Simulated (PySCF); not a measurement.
GeHFBr₂, SMILES [F][GeH]([Br])[Br]. Atoms are numbered in the order given.

```xyz
5

Ge     0.3540    -0.6556     0.0000
F     -0.7363    -2.0066     0.0000
Br    -0.0926     0.5749    -1.8881
Br    -0.0926     0.5749     1.8881
H      1.7845    -1.2006     0.0000
```
Charge 0, spin multiplicity 1.

Geometry: B3LYP-D3(BJ)/def2-SVP. This is a generated structure with no PubChem entry under its InChIKey; it may be hypothetical.

Two levels are set side by side: PBE/pcSseg-1 (PySCF) and HF/pcSseg-1 (PySCF). GIAO shifts against CFCl3 (¹⁹F), GeH4 (⁷³Ge), TMS (¹H) at the same level; non-relativistic, no solvent, atoms listed together averaged. Without spin–orbit terms, shifts of atoms bonded to Cl or Br come out too high at both levels. Differences are taken from unrounded values.

```tsv
quantity	HF	PBE	PBE minus HF
δ(⁷³Ge) of Ge1 (ppm)	343.0	491.2	148.2
δ(¹⁹F) of F2 (ppm)	-124.4	-112.9	11.6
δ(¹H) of H5 (ppm)	6.61	7.79	1.18
```

Rough cost on one machine, each run with all the roots and properties that it gave: HF against PBE within a factor of 2.
